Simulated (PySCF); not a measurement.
SMILES C[SiH](C)[SiH2][GeH3] (C2H12GeSi2) (GFN2-xTB optimised geometry):

```
17

Si    -1.428     0.429     0.000
C     -2.042    -0.474    -1.563
C     -2.131     2.199     0.000
Si     0.901     0.429     0.000
Ge     1.744    -1.468    -1.083
H     -2.001    -0.272     1.168
H     -3.124    -0.567    -1.585
H     -1.741     0.052    -2.466
H     -1.624    -1.476    -1.616
H     -1.829     2.736     0.894
H     -3.216     2.200    -0.033
H     -1.777     2.767    -0.856
H      1.486     1.602    -0.667
H      1.476     0.455     1.352
H      1.516    -1.517    -2.568
H      1.136    -2.767    -0.630
H      3.216    -1.747    -0.975
```

Calculation: PySCF with PBE0/def2-SVP.

**Question.** What are the frontier orbital energies and the dipole moment?

**Answer.** HOMO-2 -8.98 eV, HOMO-1 -8.50 eV, HOMO -7.92 eV, LUMO 0.04 eV, LUMO+1 0.11 eV; dipole moment 1.41 D.

On the same geometry PBE/def2-SVP run with PySCF gives HOMO-2 -7.65 eV, HOMO-1 -7.26 eV, HOMO -6.79 eV, LUMO -0.73 eV, LUMO+1 -0.67 eV; dipole moment 1.43 D.

Meta-Löwdin charges at PBE0/def2-SVP: Si1 0.53, C2 -0.54, C3 -0.54, Si4 0.11, Ge5 0.11, H6 -0.10, H7 0.12, H8 0.11, H9 0.12, H10 0.12, H11 0.12, H12 0.11, H13 -0.06, H14 -0.06, H15 -0.05, H16 -0.05, H17 -0.04.
